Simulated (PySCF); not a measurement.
A small calculation by hand: chemical shift, span and skew from a shielding tensor

thiourea (CH4N2S), SMILES S=C(N)N. Atoms are numbered in the order given.

```xyz
8

N     -0.0578    -1.1562    -1.0536
C      0.0000     0.0000    -0.3161
N      0.0578     1.1562    -1.0536
S      0.0000     0.0000     1.3557
H      0.3054    -1.1706    -2.0095
H      0.0546    -2.0135    -0.5129
H     -0.3054     1.1706    -2.0095
H     -0.0546     2.0135    -0.5129
```
Charge 0, spin multiplicity 1.

Geometry optimised at PBE-D3(BJ)/def2-SVP. One conformer was computed; it need not be the lowest.

GIAO shieldings from HF/pcSseg-1 (PySCF), non-relativistic, no solvent. The symmetric part of the tensor of C2 has the principal values -192.0, -15.6, 123.1 ppm. The same nucleus in TMS has σ = 192.6 ppm at this level (PySCF, at its B3LYP-D3(BJ)/def2-TZVP geometry).

Problem. Work out the isotropic shielding, the ¹³C shift against TMS, the span and the skew.

Solution. 
σ(iso) = (σ11 + σ22 + σ33)/3 = -28.2 ppm. δ = σ(ref) − σ(iso) = 192.6 − (-28.2) = 220.8 ppm.
Span Ω = σ33 − σ11 = 315.1 ppm. Skew κ = 3(σ(iso) − σ22)/Ω = -0.12. Tumbling in solution averages the tensor to δ; in a static solid the shielding alone would spread this spin-1/2 line over Ω.
